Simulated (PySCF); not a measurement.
C₅H₉PSSi.
Atom-mapped SMILES: `[CH3:1][C:2]1=[CH:3][P@H:4](=[S:5])[CH:6]=[C:7]1[SiH3:8]`

Geometry (GFN2-xTB, Å), atoms numbered from 1 in this order:
```xyz
17
C5H9PSSi angstrom
C      0.5912    1.9488   -0.2930
C     -0.2678    0.7377   -0.1948
C     -1.5997    0.7243   -0.3791
P     -2.2434   -0.9333   -0.0934
S     -3.5740   -1.2078    1.2847
C     -0.5743   -1.5695    0.1721
C      0.3241   -0.5696    0.1240
Si     2.1721   -0.8207    0.4217
H      1.1200    2.1096    0.6454
H     -0.0033    2.8306   -0.5182
H      1.3375    1.8154   -1.0753
H     -2.2145    1.5810   -0.5978
H     -2.5869   -1.3919   -1.3737
H     -0.3591   -2.5972    0.4107
H      2.8821   -0.4146   -0.7943
H      2.5946    0.0063    1.5529
H      2.3945   -2.2372    0.6982
```

Definitions: NICS(0) = −σiso at the ring centroid; NICS(1) = −σiso and NICS(1)zz = −σzz at ±1 Å along the ring normal z. Level: GIAO PBE0/pcSseg-1 (PySCF, non-relativistic, gas phase) on the GFN2-xTB geometry, one conformer.

Ring bond lengths (Å), with Mayer bond orders in brackets: C2–C3 1.345 (1.79), C3–P4 1.801 (0.89), P4–C6 1.806 (0.86), C6–C7 1.345 (1.79), C7–C2 1.470 (1.00).

Give the NICS values of each ring in ppm.

```json
{"ring": "C2–C3–P4–C6–C7", "type": "5-membered ring with P; formal bonds 2 double, 3 single", "NICS(0)": "0.1", "NICS(1), two faces": "-3.4 / -3.5", "NICS(1)zz, two faces": "-1.5 / -1.6", "rms pucker (Å)": "0.02", "centre to ring atoms, mean (Å)": "1.32"}
```

What can be read from them?

- C2–C3–P4–C6–C7: mean NICS(1)zz -1.6 ppm, near zero. P4 has four or more neighbours; no verdict on aromaticity is drawn.

At the second NICS(1) probe listed for ring C2–C3–P4–C6–C7, 1 Å off the ring, how large is the induced field along the normal in 9.4 T applied along it?

NICSzz × B0 = -1.6 ppm × 9.4 T = -15 μT, against the applied field.

How shielded are the nuclei of the rings and their hydrogens (means over atoms taken as equivalent)?

```
atoms                        environment  σ isotropic (ppm)
   C2    fully substituted alkene carbon               24.8
   C3                   alkene CH carbon               54.2
   P4  phosphorus bonded to 2 C, S and H              314.4
   C6                   alkene CH carbon               32.2
   C7    fully substituted alkene carbon               29.1
  H12                   vinylic hydrogen              25.64
  H13                       P–H hydrogen              24.13
  H14                   vinylic hydrogen              24.92
```
